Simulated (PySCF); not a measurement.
Dissociation curve of SMILES [Cl][GeH3]. The Ge1–Cl5 bond (Ge1 also carries H, H, H; Cl5 carries nothing else) is stretched with both fragments frozen at the PBE0/def2-TZVP optimised geometry.

Levels: RHF/STO-3G = restricted Hartree-Fock/STO-3G run with PySCF; UCCSD = CCSD on UHF/cc-pVDZ, 14 core orbitals frozen run with PySCF 2.14.0; RKS-LDA (SVWN5) = restricted LDA (SVWN5)/cc-pVDZ (PySCF 2.14.0).

Energies are in kcal/mol, each relative to the lowest point of its own curve near equilibrium.

| R / Å | RHF/STO-3G | UCCSD | RKS-LDA (SVWN5) |
|---|---|---|---|
| 1.72 | 76.9 | 83.4 | 74.8 |
| 1.81 | 42.7 | 46.0 | 40.5 |
| 1.92 | 17.1 | 18.8 | 15.9 |
| 2.04 | 3.4 | 4.4 | 3.3 |
| 2.11 | 0.4 | 0.9 | 0.5 |
| 2.16 | 0.0 | 0.0 | 0.0 |
| 2.24 | 1.8 | 0.6 | 1.0 |
| 2.29 | 4.1 | 2.0 | 2.5 |
| 2.35 | 7.9 | 4.4 | 5.1 |
| 2.49 | 19.9 | 12.2 | 12.8 |
| 2.68 | 40.4 | 25.1 | 25.3 |
| 2.90 | 65.9 | 40.5 | 39.9 |
| 3.27 | 105.4 | 63.8 | 61.1 |
| 3.56 | 129.9 | 76.3 | 73.9 |
| 3.85 | 148.3 | 82.8 | 83.8 |
| 4.28 | 166.2 | 86.2 | — |
| 4.71 | 176.8 | 87.2 | — |
| 5.32 | 185.5 | 87.5 | — |
| 5.80 | 189.9 | 87.6 | — |
| 6.48 | 194.5 | 87.7 | — |
| 7.60 | 200.0 | 87.7 | — |

At the longest distance, 7.60 Å, RHF/STO-3G lies highest above its minimum (200.0 kcal/mol) and UCCSD lowest (87.7 kcal/mol).

A dash means that the run gave no value there, or that the column was ended at a point which the program doubted or which failed a test of continuity chosen for this set; such a test can also cut sound points.

The restricted form behind RHF/STO-3G, RKS-LDA (SVWN5) keeps the bonding electrons paired and can't separate into open-shell fragments. The unrestricted determinant behind UCCSD is spin-contaminated at 3.27 to 7.60 Å (<S²> up to 1.0, against 0.00 for a pure singlet).
